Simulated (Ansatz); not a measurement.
Process, species as SMILES: [F][Ge]([Br])([Br])[Br] [tribromo(fluoro)germane] → F atom + [Br][Ge]([Br])[Br] (the F-Ge bond at the site shown breaks; other sites are not compared here)
Structures are relaxed separately at B3LYP-D3(BJ)/def2-TZVP in Ansatz (an electronic-structure program). Frequencies are from Ansatz.

Quantity: bond dissociation energy (0 K, with B3LYP-D3(BJ) harmonic zero-point energies), in kcal/mol. Correlated levels leave the core frozen unless marked. UHF or UKS for open shells. Spin-orbit coupling is left out. The frozen core is the preceding noble-gas configuration, with the filled d and f shells of earlier blocks. Non-relativistic. CBS marks a two-point X^-3 extrapolation of the correlation energy; Hartree-Fock from the larger set.

```
level                                program  bond dissociation energy (kcal/mol)
----------------------------  --------------  -----------------------------------
revPBE/def2-TZVPD                     Ansatz                                    ?
PBE0/6-31G*                           Ansatz                                113.1
PBE0-D3(BJ)/def2-TZVP         Ansatz + dftd3                                    ?
BHLYP-D4/def2-TZVPD           Ansatz + dftd4                                108.4
HSE06/def2-TZVPD                      Ansatz                                112.8
B2GP-PLYP/def2-TZVPD                  Ansatz                                    ?
B2PLYP-D4/def2-TZVPD          Ansatz + dftd4                                    ?
CCSD(T)/CBS(cc-pVTZ,cc-pVQZ)          Ansatz                                123.1
```

Q: Fill in the missing entries.

A: 
- revPBE/def2-TZVPD, bond dissociation energy (kcal/mol): 108.9
- PBE0-D3(BJ)/def2-TZVP, bond dissociation energy (kcal/mol): 113.4
- B2GP-PLYP/def2-TZVPD, bond dissociation energy (kcal/mol): 117.7
- B2PLYP-D4/def2-TZVPD, bond dissociation energy (kcal/mol): 116.9
